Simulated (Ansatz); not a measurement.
`O[Si](O)(F)[SeH]` + `B[Si](O)(F)F` → `O[Si](O)(O)[SeH]` + `B[Si](F)(F)F`  (redistribution)

Isolated molecules relaxed with PBE0-D4/def2-TZVP in Ansatz; ΔE leaves out vibrations. CBS: MP2 limit from def2 TZ/QZ plus the TZ coupled-cluster correction, frozen cores. DFT in def2-TZVPP. For Se outer-core shells are correlated without core-valence functions, which leaves a few kJ/mol of doubt a bond. Scalar relativity is left out up to krypton. Each species was taken in one conformer, which may not be the lowest.

`O[Si](O)(F)[SeH]`:

Z-matrix (Å, degrees):
```
Si
O 1 1.619
F 1 1.590 2 111.2
O 1 1.628 2 106.4 3 -118.8
Se 1 2.258 2 109.1 3 116.9
H 2 0.959 1 116.9 3 101.1
H 4 0.958 1 118.4 2 -169.1
H 5 1.468 1 91.3 2 -135.5
```

`B[Si](O)(F)F`:

Z-matrix (Å, degrees):
```
Si
O 1 1.623
F 1 1.593 2 111.1
B 1 2.002 2 109.4 3 120.3
F 1 1.593 2 108.6 3 -114.3
H 2 0.959 1 120.0 3 77.7
H 4 1.193 1 122.2 2 130.7
H 4 1.193 1 119.5 2 -50.0
```

`O[Si](O)(O)[SeH]`:

```xyz
9

O     1.363   -0.464    0.471
Si   -0.182   -0.130    0.046
O    -1.334   -0.878    0.919
O    -0.319   -0.644   -1.496
Se   -0.641    2.057    0.431
H     1.674   -0.076    1.290
H    -1.642   -1.724    0.588
H     0.478   -0.630   -2.029
H     0.602    2.491   -0.220
```

`B[Si](F)(F)F`:

Z-matrix (Å, degrees):
```
Si
F 1 1.583
F 1 1.581 2 106.8
B 1 2.004 2 109.8 3 124.4
F 1 1.582 2 107.7 3 -113.9
H 4 1.193 1 119.2 2 69.2
H 4 1.192 1 122.0 2 -109.9
```

```json
{"level": "PBE-D4", "ΔE (kcal/mol)": "0.2", "difference from CCSD(T)/CBS": "0.2"}
{"level": "B97M-V", "ΔE (kcal/mol)": "0.0", "difference from CCSD(T)/CBS": "0.0"}
{"level": "BHLYP-D4", "ΔE (kcal/mol)": "0.3", "difference from CCSD(T)/CBS": "0.3"}
{"level": "ωB97X-V", "ΔE (kcal/mol)": "0.3", "difference from CCSD(T)/CBS": "0.3"}
{"level": "ωB97M-V", "ΔE (kcal/mol)": "0.2", "difference from CCSD(T)/CBS": "0.2"}
{"level": "r2SCANh", "ΔE (kcal/mol)": "0.2", "difference from CCSD(T)/CBS": "0.2"}
{"level": "BHLYP", "ΔE (kcal/mol)": "0.5", "difference from CCSD(T)/CBS": "0.5"}
{"level": "CAM-B3LYP", "ΔE (kcal/mol)": "0.5", "difference from CCSD(T)/CBS": "0.5"}
{"level": "MP2/def2-SVP", "ΔE (kcal/mol)": "0.8", "difference from CCSD(T)/CBS": "0.8"}
{"level": "CCSD(T)/def2-TZVPP", "ΔE (kcal/mol)": "-0.2", "difference from CCSD(T)/CBS": "-0.2"}
{"level": "CCSD(T)/CBS", "ΔE (kcal/mol)": "0.0", "difference from CCSD(T)/CBS": "0"}
```

Largest T1 diagnostic among the species: 0.012.

At CCSD(T), def2-SVP lies +0.9 kcal/mol from the extrapolated value and def2-TZVPP −0.2 kcal/mol. Leaving LDA and LC-ωPBE aside and taking each functional with its dispersion term where it has one, the values, not all of them listed here, spread over 0.4 kcal/mol, from revPBE-D4 to CAM-B3LYP-D4.
